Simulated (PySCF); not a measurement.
C₆ coefficients of unlike pairs at LC-wPBE

Calculated with PySCF 2.14 from the dipole response of each species, C₆(A,B) = (3/π) ∫ α_A(iu) α_B(iu) du, in atomic units, from isotropic polarisabilities. For ions this is the dispersion term alone; charge-induced terms of lower order in 1/R come first.

| species | configuration | basis | relativity | α (bohr³) | C₆ (like pair) |
| --- | --- | --- | --- | --- | --- |
| Tc⁻ | [Kr] 4d6 5s2 (5D) | aug-cc-pVTZ-PP with one added diffuse shell each of s, p, d, f, g type with ECP28MDF (7s7p6d4f3g) | core potential | 1361 | 29110 |
| Pb | [Xe] 4f14 5d10 6s2 6p2 (3P) | def2-QZVPPD with the def2 core potential (60 electrons) (8s6p5d4f1g) | core potential | 59.13 | 687.2 |
| Sr²⁺ | [Kr] (1S) | x2c-TZVPPall with one added diffuse shell each of s, p, d, f type (9s7p7d3f1g) | spin-free X2C | 5.767 | 27.88 |

Task: Estimate C₆ for Pb with Tc⁻.

Result: The integral gives 2927. The combination rule 2 C_A C_B / (C_A α_B/α_A + C_B α_A/α_B) gives 2342 and the geometric mean 4473.

No spin-orbit coupling is included, so Pb, close to jj coupling, stand for model states.

The other pairs:

```
     pair     C₆
Sr²⁺, Tc⁻  353.0
 Sr²⁺, Pb  118.2
```
